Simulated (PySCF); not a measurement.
**Question.** Write a Z-matrix for InChI=1S/C5H6N2/c1-5-3-2-4-6-7-5/h2-4H,1H3 as optimised with GFN2-xTB.

**Answer.** 
Z-matrix in Å and degrees, rows numbered from 1:
```
C 
C   1  1.4933
C   2  1.4018  1  121.57
C   3  1.3772  2  117.46  1   179.91
C   4  1.3958  3  116.78  2     0.03
N   5  1.3165  4  122.58  3     0.01
N   6  1.2992  5  120.56  4    -0.00
H   1  1.0858  2  109.45  3  -179.96
H   1  1.0890  2  110.25  3    59.62
H   1  1.0889  2  110.19  3   -59.58
H   3  1.0804  2  120.57  1    -0.09
H   4  1.0798  3  122.04  2  -179.93
H   5  1.0806  4  121.86  3  -179.94
```

The 6-membered ring C2–C3–C4–C5–N6–N7 has internal angles of 116.8° to 122.6°; it is planar, 0.00 Å rms from its mean plane, widest ring torsion 0°. The 7 heavy atoms lie in one plane (0.001 Å rms). The 4 C–C bonds span 1.377 Å (C3–C4, aromatic) to 1.493 Å (C1–C2, drawn single), a spread of 0.116 Å.

Structure optimised with GFN2-xTB, isolated species.

Point group: Cs (every atom within 0.08 Å of its image). Stationary, but not proved a minimum.

The numbers are calculated, not measured.
